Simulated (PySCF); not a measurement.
BClH4N2. Atoms are numbered in the order given.

```xyz
8

B      0.0000     0.0000     0.4472
Cl     0.0000     0.0000    -1.3584
N      0.0000    -1.2544     1.1039
H      0.0000    -1.3658     2.1160
H      0.0000    -2.1291     0.5850
N      0.0000     1.2544     1.1039
H      0.0000     1.3658     2.1160
H      0.0000     2.1291     0.5850
```

Coordinates come from a PBE-D3(BJ)/def2-SVP optimisation. The values are those of a single conformer.

These are TDA-ωB97X/def2-SVPD (PySCF) values and carry that method's errors.

Vertical excitations. Isolated molecule, no solvent. State labels are in the subgroup C2v.

```csv
state,symmetry,energy (eV),λ (nm),f,main pairs
S1,A2,6.81,182,0.000,HOMO→LUMO 88 %
S2,B1,7.76,160,0.042,"HOMO−1→LUMO 52 %, HOMO→LUMO+1 33 %"
S3,A2,8.36,148,0.000,HOMO→LUMO+3 75 %
S4,B2,8.46,147,0.176,HOMO→LUMO+4 73 %
S5,B1,8.69,143,0.066,"HOMO→LUMO+1 37 %, HOMO−1→LUMO 35 %, HOMO−1→LUMO+2 10 %"
S6,B2,8.71,142,0.267,"HOMO−2→LUMO 69 %, HOMO→LUMO+4 12 %, HOMO−2→LUMO+2 12 %"
S7,B1,9.04,137,0.005,"HOMO−1→LUMO+3 44 %, HOMO→LUMO+6 22 %, HOMO→LUMO+9 16 %"
S8,A2,9.05,137,0.000,"HOMO→LUMO+2 44 %, HOMO→LUMO+7 37 %, HOMO→LUMO+10 7 %"
S9,A2,9.12,136,0.000,"HOMO−2→LUMO+4 79 %, HOMO−2→LUMO+5 19 %"
S10,A1,9.17,135,0.234,HOMO−1→LUMO+4 85 %
T1,A2,6.64,187,0,HOMO→LUMO 84 %
T2,B2,7.12,174,0,"HOMO→LUMO+4 69 %, HOMO→LUMO+5 28 %"
T3,B1,7.51,165,0,"HOMO−1→LUMO 42 %, HOMO→LUMO+1 37 %, HOMO−3→LUMO 7 %, HOMO→LUMO+6 6 %"
T4,A2,8.25,150,0,HOMO→LUMO+3 73 %
```
Triplets are in the Tamm–Dancoff approximation.
